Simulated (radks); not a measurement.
Results of a calculation; reference values are marked as such.
Question: Species: Fe+. Configuration: [Ar] 3d5.75 4s1 4d0.25 (fractional occupations, a model configuration). Level of theory: non-relativistic Kohn-Sham, PBE, spin-polarised, spherical densities, point nucleus; open shells are filled with parallel spins first (a radial shooting solver on a logarithmic mesh with Libxc functionals). Some entries of the table are withheld. Estimate them.

orbital  occ.  eigenvalue (hartree)  <1/r> (bohr^-1)
1s up       1             -255.1763            25.52
1s down     1             -255.1751            25.52
2s up       1             -30.05157            5.460
2s down     1             -29.97345            5.469
2p up       3             -25.98123            5.412
2p down     3             -25.92267            5.421
3s up       1              -3.84784            1.726
3s down     1              -3.67266            1.719
3p up       3              -2.65873              (1)
3p down     3              -2.48564              (2)
3d up       5                   (3)            1.254
3d down  0.75                   (4)            1.222
4s up       1              -0.51870           0.4974
4s down     0              -0.42943           0.4807
4d up    0.25              -0.12312              (5)

Answer: 
(1) 3p up <1/r> (bohr^-1): 1.602
(2) 3p down <1/r> (bohr^-1): 1.592
(3) 3d up eigenvalue (hartree): -0.74018
(4) 3d down eigenvalue (hartree): -0.57630
(5) 4d up <1/r> (bohr^-1): 0.2130
